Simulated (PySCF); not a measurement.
# Nitrogen: a sound run and one with changed settings

Sound run: N²⁺ [He] 2s2 2p1, N³⁺ [He] 2s2. Computed with PySCF 2.14 in cc-pVTZ (4s3p2d1f, 30 functions), with the non-relativistic Hamiltonian (point nucleus). In the sound run the correlated levels freeze 1s2. The sound run starts from symmetry-adapted Hartree-Fock orbitals and uses a fine grid where one is needed.

A second run was set up differently.

```tsv
species	method	sound run (hartree)	changed run (hartree)	converged
N²⁺	MP2	-52.87375	-52.88261	yes
N²⁺	CCSD(T)	-52.90151	-52.91012	yes
N³⁺	MP2	-51.13031	-51.13826	yes
N³⁺	CCSD(T)	-51.16593	-51.17324	yes
```

Ionisation energy of N²⁺:

```tsv
method	sound run (eV)	changed run (eV)
UHF	47.258	47.258
MP2	47.441	47.466
SCS-MP2	47.392	47.409
CCSD	47.199	47.237
CCSD(T)	47.228	47.263
```

Problem. What was changed?
A. basis contracted for another Hamiltonian
B. all electrons correlated in a valence basis
C. a valence shell is frozen
D. level shift left on

Solution. B. A valence basis has no tight correlating functions, so it recovers only part of the core correlation, and not evenly between atom and ion.
